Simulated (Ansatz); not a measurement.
Reaction (atomization): `[CH3][Ga@H-]1[OH+][Ga@@H-]([CH3])[OH+]1` → 2 C• + 2 Ga• + 10 H• + 2 O•

Isolated molecules relaxed with PBE0-D4/def2-TZVP in Ansatz; ΔE leaves out vibrations. CCSD(T)/CBS is the MP2 limit (def2-TZVPP, def2-QZVPP) plus CCSD(T) − MP2 in def2-TZVPP, frozen cores. This one scheme is used for every species, atoms too. DFT in def2-TZVPP. B3LYP here is the variant with VWN-RPA as its local correlation; programs differ in this. HSE06 is defined as in plane-wave codes. No spin–orbit coupling; open shells (•) take unrestricted orbitals. Spin–orbit coupling would lower the free atoms: a little for C, O; clearly for Ga. For Ga outer-core shells are correlated without core-valence functions, so the limit isn't a true one: a few kJ/mol of doubt a bond, and 10 to 20 or more in all where bonds break to atoms. Scalar relativity is left out up to krypton.

Q: What is ΔE at CCSD(T)/CBS? (Best estimate.)

A: Ansatz gave: +5558.8 kJ/mol.

Q: What do these levels give: r2SCAN-D4, B3LYP-D4, CAM-B3LYP-D4, B2PLYP, PBE, r2SCAN, HSE06, HF/def2-SVP, HF/def2-TZVPP, CCSD/def2-TZVPP, MP2/def2-QZVPP, SCS-MP2/def2-QZVPP? (Best estimate.)

A: The calculation gave: r2SCAN-D4 5541.0, B3LYP-D4 5478.9, CAM-B3LYP-D4 5532.8, B2PLYP 5450.8, PBE 5505.1, r2SCAN 5531.0, HSE06 5448.4, HF/def2-SVP 4092.1, HF/def2-TZVPP 4049.5, CCSD/def2-TZVPP 5383.1, MP2/def2-QZVPP 5580.2, SCS-MP2/def2-QZVPP 5562.9 kJ/mol.

Largest T1 diagnostic among the species: 0.013.

From PBE to PBE0 (25 % exact exchange), in def2-TZVPP and without D4, ΔE moves by −60.6 kJ/mol: exact exchange takes away binding that semilocal exchange gives to molecules. Leaving LDA and LC-ωPBE aside and taking each functional with its dispersion term where it has one, the values, not all of them listed here, spread over 184.6 kJ/mol, from BHLYP-D4 to PBE-D4. LDA lies +758.6 kJ/mol from PBE without D4, its usual overbinding.

For atomizations the MP2-based limit and the directly extrapolated one differ by several kJ/mol either way, and by 10 to 25 for some Ge, Se and Sn compounds, so smaller differences from it don't rank the levels.
